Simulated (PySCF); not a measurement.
**Co+ (cobalt, charge +1) across methods**

[Ar] 3d7 4s1, high-spin 5F determinant (an excited configuration). All numbers are calculated (PySCF 2.14, no relativity, point nucleus, in aug-cc-pVTZ with one added diffuse shell each of s, p, d, f, g type (9s8p6d4f3g, 118 functions)).

| method | E (hartree) | mean ε 3d α (eV) | mean ε 3d β (eV) | mean ε 4s α (eV) | Σ⟨r²⟩ (bohr²) | ⟨S²⟩ |
| --- | --- | --- | --- | --- | --- | --- |
| UHF | -1381.17918 | -28.062 | -24.344 | -15.597 | 24.57 | 6.003 |
| PBE | -1382.193 | -18.396 | -15.848 | -13.252 | 24.55 | 6.001 |
| MN15 | -1382.584 | -22.143 | -18.992 | -14.398 | 24.77 | 6.003 |
| LDA | -1379.849 | -18.694 | -15.890 | -13.502 | 24.45 | 6.001 |
| BP86 | -1382.641 | -18.498 | -16.083 | -13.425 | 24.44 | 6.001 |
| PBE0 | -1382.224 | -20.954 | -18.160 | -13.954 | 24.42 | 6.001 |
| PBEsol | -1380.966 | -18.434 | -15.721 | -13.291 | 24.48 | 6.000 |

(1) Estimate the same row for r2SCAN.

Results:

(1) E (hartree) = -1382.429; mean ε 3d α (eV) = -18.790; mean ε 3d β (eV) = -16.123; mean ε 4s α (eV) = -13.553; Σ⟨r²⟩ (bohr²) = 24.35; ⟨S²⟩ = 6.001.
